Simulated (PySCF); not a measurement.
Compound: C4H6F2OS2.
Bonds: F1–C2, C2–F3, C2–O4, O4–C5, C5–S6, S6–C7, C7–C8, C8–S9, C5–S9. Hydrogens: H10 on C2; H11 on C5; H12, H13 on C7; H14, H15 on C8.

The calculation used PySCF, PBE0-D3(BJ)/def2-SVP geometry optimisation, gas phase.

(1) What internal coordinates does the optimisation give?

Results:

(1) 
```json
{"bond": "F1–C2", "length (Å)": "1.328"}
{"bond": "C2–F3", "length (Å)": "1.352"}
{"bond": "C2–O4", "length (Å)": "1.361"}
{"bond": "O4–C5", "length (Å)": "1.409"}
{"bond": "C5–S6", "length (Å)": "1.835"}
{"bond": "S6–C7", "length (Å)": "1.829"}
{"bond": "C7–C8", "length (Å)": "1.517"}
{"bond": "C8–S9", "length (Å)": "1.816"}
{"bond": "C5–S9", "length (Å)": "1.795"}
{"bond": "C2–H10", "length (Å)": "1.106"}
{"bond": "C5–H11", "length (Å)": "1.102"}
{"bond": "C7–H12, C8–H15", "length (Å)": "1.100"}
{"bond": "C7–H13, C8–H14", "length (Å)": "1.100"}
```

Bonds in one row agree within 0.01 Å and their mean is given. A selection of angles:
```json
{"angle": "F1–C2–F3", "degrees": "108.2"}
{"angle": "F1–C2–O4", "degrees": "107.0"}
{"angle": "F3–C2–O4", "degrees": "110.4"}
{"angle": "C2–O4–C5", "degrees": "116.1"}
{"angle": "O4–C5–S6", "degrees": "112.7"}
{"angle": "O4–C5–S9", "degrees": "108.5"}
{"angle": "S6–C5–S9", "degrees": "108.3"}
{"angle": "C5–S6–C7", "degrees": "96.4"}
{"angle": "S6–C7–C8", "degrees": "109.3"}
{"angle": "C7–C8–S9", "degrees": "107.7"}
{"angle": "C5–S9–C8", "degrees": "91.5"}
```

Torsions: F1–C2–O4–C5 -175° (antiperiplanar); C2–O4–C5–S6 64° (synclinal); O4–C5–S6–C7 97° (anticlinal); C5–S6–C7–C8 -11° (synperiplanar); S6–C7–C8–S9 42° (synclinal); C7–C8–S9–C5 -51° (synclinal); O4–C5–S9–C8 -81° (synclinal). The mirror-image conformer, all signs reversed, is as good.

The 2 C–F bonds span 1.328 Å (F1–C2, drawn single) to 1.352 Å (C2–F3, drawn single), a spread of 0.024 Å. The 5-membered ring C5–S6–C7–C8–S9 has internal angles of 91.5° to 109.3° (sum 513°, against 540° for a flat polygon); it is puckered, 0.25 Å rms from its mean plane, widest ring torsion 51°. Of the pairs four or more bonds apart, S6···H10 is among the closest relative to their van der Waals radii: 2.71 Å, 90 % of the sum of Bondi's values. S6 (sulfide sulfur) is bent (angle 96.4°). The 2 C–O bonds span 1.361 Å (C2–O4, drawn single) to 1.409 Å (O4–C5, drawn single), a spread of 0.048 Å. The C–S distances run from 1.795 Å (C5–S9, drawn single) to 1.835 Å (C5–S6, drawn single), a spread of 0.040 Å.

Point group: C1 (no symmetry element, even within 0.4 Å). PBE0-D3(BJ)/def2-SVP frequencies: not computed here. One conformer, not necessarily the lowest.

Rough CPU time on one thread of a shared machine: about 2.8 min. That covers the optimisation of the geometry.
